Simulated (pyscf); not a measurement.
# H₂N–GeH(Cl)–Cl (SMILES [NH2][GeH]([Cl])[Cl]), singlet

Gas-phase minimum from PySCF at ωB97X-D3(BJ)/def2-SVP, one conformer. 

SMILES: [NH2][GeH]([Cl])[Cl]
```xyz
7

N     -0.4310     0.3507     0.9405
Ge    -0.5844    -0.8094    -0.4330
Cl     1.2806    -1.1546    -1.4607
Cl    -1.8901     0.1234    -1.8479
H     -0.2823     1.3198     0.6696
H      0.2193     0.0911     1.6782
H     -1.1283    -2.1631     0.0031
```

Bonds (Å): N1–Ge2 1.804, N1–H5 1.017, N1–H6 1.017, Ge2–Cl3 2.157, Ge2–Cl4 2.139, Ge2–H7 1.523. Bond angles (°): Ge2–N1–H5 115.0, Ge2–N1–H6 116.3, H5–N1–H6 110.1, N1–Ge2–Cl3 113.1, N1–Ge2–Cl4 106.0, N1–Ge2–H7 112.6, Cl3–Ge2–Cl4 106.4, Cl3–Ge2–H7 107.6, Cl4–Ge2–H7 111.0.

Properties at ωB97X-D3(BJ)/def2-SVP:

```json
{
  "harmonic_wavenumbers_unscaled": "110, 166, 197, 227, 430, 453, 518, 697, 739, 778, 904, 1551, 2260, 3588, 3688 cm⁻¹",
  "zero_point_energy": "23.3 kcal/mol",
  "rotational_symmetry_number": "1",
  "Entropy of this conformer at 298 K and 1 atm, rigid rotor and harmonic oscillator, modes under 100 cm⁻¹ raised to 100": "342.3 J/(mol K)",
  "dipole_moment": "2.39 D"
}
```

Single-point totals, which compare only within one level (frozen core for MP2 and CC):

| level | total energy (hartree) |
|---|---|
| ωB97X-D3(BJ)/def2-TZVP | -3054.10998 |
| PBE/def2-TZVP | -3053.35812 |
| r²SCAN/def2-TZVP | -3054.02068 |
| B3LYP-D3(BJ)/def2-TZVP | -3054.20600 |
| PBE0-D3(BJ)/def2-TZVP | -3053.49772 |
| M06-2X/def2-TZVP | -3054.07537 |
| ωB97M-D3(BJ)/def2-TZVP | -3054.25506 |
| HF/def2-TZVPP | -3050.72820 |
| MP2/def2-TZVPP | -3051.57089 |
| CCSD/def2-TZVPP | -3051.60967 |
| CCSD(T)/def2-TZVPP | -3051.64560 |

Soft torsions are taken as harmonic, which can shift the entropy by several J/(mol K). The frozen core leaves the outer d or s,p core shells of the metals and heavy elements correlated in the MP2 and CC values, and def2-TZVPP describes them poorly, so these totals are far from the basis limit. Elements up to Kr have no core potential and no relativistic terms here.
